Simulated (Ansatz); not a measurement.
Reaction (ligand exchange at the Si–C bond): `[SiH3]OC[SiH2]Cl` + `S[SiH2]Cl` → `Cl[SiH2]S[SiH2]Cl` + `CO[SiH3]`

Program: Ansatz. Geometries: PBE0-D4/def2-TZVP. ΔE: electronic, gas phase. CBS: MP2 limit from def2 TZ/QZ plus the TZ coupled-cluster correction, frozen cores. Functionals use def2-TZVPP. B3LYP here is the variant with VWN-RPA as its local correlation; programs differ in this. One conformer a species, not always the lowest.

```
             level  ΔE (kJ/mol)  difference from CCSD(T)/CBS
            PBE-D4        -78.7                         -0.8
         r2SCAN-D4        -79.3                         -1.4
           PBE0-D4        -80.2                         -2.3
          B3LYP-D4        -77.4                          0.5
           ωB97X-V        -74.8                          3.1
           ωB97M-V        -75.5                          2.4
            B2PLYP        -73.0                          4.9
               PBE        -73.1                          4.8
            r2SCAN        -78.2                         -0.3
              PBE0        -75.2                          2.7
             B3LYP        -68.0                          9.9
     HF/def2-TZVPP        -69.9                          8.0
    MP2/def2-TZVPP        -81.5                         -3.6
SCS-MP2/def2-TZVPP        -77.0                          0.9
   CCSD/def2-TZVPP        -71.5                          6.4
CCSD(T)/def2-TZVPP        -73.7                          4.2
     HF/def2-QZVPP        -69.5                          8.4
    MP2/def2-QZVPP        -83.8                         -5.9
SCS-MP2/def2-QZVPP        -79.1                         -1.2
      HF/CBS(def2)        -69.5                          8.4
     MP2/CBS(def2)        -85.7                         -7.8
    CCSD/CBS(def2)        -75.7                          2.2
       CCSD(T)/CBS        -77.9                            0
```

Largest T1 diagnostic among the species: 0.011.

In def2-TZVPP, CCSD(T) changes the Hartree–Fock value by −3.8 kJ/mol (the triples alone add −2.2 kJ/mol) and MP2 by −11.6 kJ/mol. The D4 term adds −9.4 kJ/mol with B3LYP and −5.0 kJ/mol with PBE0; it sums over pairs of atoms, weighted by their polarisabilities, and B3LYP, whose exchange is more repulsive, gets the larger term.
